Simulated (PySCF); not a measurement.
Structure problem from calculated spectra and properties.

Formula: C3H8BF3O2Si.

* NMR, other nuclei: isotropic shieldings of nuclei other than C and H, by class: 76 (1 B), 189 (2 O), 225 (3 F), 445 (1 Si) ppm [GIAO KT3/pcSseg-1]
* Valence photoelectron: vertical ionisation energy: 10.46 eV [ΔSCF wB97X-D/def2-SVPD]
* 13C NMR: chemical shifts (computed TMS as zero) by class: 133.4 (1 C), 53.3 (2 C) ppm [GIAO KT3/pcSseg-1]
* Rotational structure: rotational constants A, B, C: 1.683, 0.657, 0.522 GHz [PBE0-D3(BJ)/def2-SVP]
* UV, strongest line: among the 10 lowest singlet transitions: S3 at 7.77 eV (160 nm, f = 0.153) [TDDFT wB97X-D/def2-SVPD]
* UV, first state: lowest singlet excitation: 6.81 eV (182 nm, f = 0.022) [TDDFT wB97X-D/def2-SVPD]

Gas-phase values; electronic properties from PySCF, density fitting. Levels stand in brackets. One conformer (not necessarily the lowest) at the PBE0-D3(BJ)/def2-SVP geometry, without solvent, vibrations or thermal averaging. NMR values are class means; diastereotopic atoms form classes of their own.

Task: Give a SMILES that accounts for the data.

Result: Numbering: `[CH3:1][O:2][B:3]([O:4][CH3:5])[SiH2:6][C:7]([F:8])([F:9])[F:10]`. 3 carbons fall into 2 classes; from least to most shielded: CF3 carbon [C7] (133.4 ppm), methoxy carbon [C1/C5] (53.3 ppm, 2 C, up to 4.8 ppm apart in this geometry). The other shieldings belong to: 76 ppm, three-coordinate boron [B3]; 189 ppm, boron-bound oxygen [O2/O4]; 225 ppm, fluorine of a CF3 group [F8/F9/F10]; 445 ppm, SiH2 silicon [Si6]. The first electron is taken from the HOMO, whose largest Löwdin shares are 0.25 on the SiH2 silicon, 0.20 on a boron-bound oxygen, 0.19 on the three-coordinate boron and 0.11 on a boron-bound oxygen. By its constants the optimised geometry is an asymmetric top. Structure: `COB(OC)[SiH2]C(F)(F)F`. The assignments are read from this structure; whether some other isomer fits the data as well wasn't checked.

Conformer computed: `[CH3:1][O:2][B:3]([O:4][CH3:5])[SiH2:6][C:7]([F:8])([F:9])[F:10]`: C1–O2–B3–O4 -1°, O2–B3–O4–C5 178°, O2–B3–Si6–C7 -2°, B3–Si6–C7–F8 -59°.
